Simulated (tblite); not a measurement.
C2H8Cl2Si2.
SMILES with atom numbers: `[CH3:1][SiH2:2][Si@H:3]([Cl:4])[CH2:5][Cl:6]` (hydrogens: H7, H8, H9 on C1; H10, H11 on Si2; H12 on Si3; H13, H14 on C5)

The geometry is computed with GFN2-xTB (gas phase).

(1) What internal coordinates does the optimisation give?

Answers

(1) 
```csv
bond,length (Å)
C1–Si2,1.900
Si2–Si3,2.327
Si3–Cl4,2.038
Si3–C5,1.920
C5–Cl6,1.786
"C1–H7, C1–H8, C1–H9",1.086
Si2–H10,1.473
Si2–H11,1.468
Si3–H12,1.468
C5–H13,1.089
C5–H14,1.089
```

Bonds in one row agree within 0.01 Å and their mean is given. A selection of angles:
```csv
angle,degrees
Si2–C1–H7,111.2
H7–C1–H8,107.6
C1–Si2–Si3,109.6
C1–Si2–H10,108.3
C1–Si2–H11,108.9
Si3–Si2–H10,111.8
Si3–Si2–H11,111.0
H10–Si2–H11,107.2
Si2–Si3–Cl4,113.3
Si2–Si3–C5,110.1
Si2–Si3–H12,118.0
Cl4–Si3–C5,104.2
Cl4–Si3–H12,105.0
C5–Si3–H12,105.0
Si3–C5–Cl6,108.9
Si3–C5–H13,112.9
Si3–C5–H14,113.4
Cl6–C5–H13,106.4
Cl6–C5–H14,106.5
H13–C5–H14,108.2
```

Dihedral angles: C1–Si2–Si3–Cl4 -60° (synclinal); Si2–Si3–C5–Cl6 -58° (synclinal).

Si2 (SiH2 silicon) is tetrahedral (angles from 107.2° to 111.8°). Si3 (chlorine-bound silicon) is distorted tetrahedral (angles from 104.2° to 118.0°). The C–Si distances run from 1.900 Å (C1–Si2, drawn single) to 1.920 Å (Si3–C5, drawn single), a spread of 0.020 Å.

Point group: C1 (no symmetry element, even within 0.4 Å). Its lowest GFN2-xTB frequency is 10 cm⁻¹, too small to tell a flat minimum from a shallow saddle. One conformer, not necessarily the lowest.
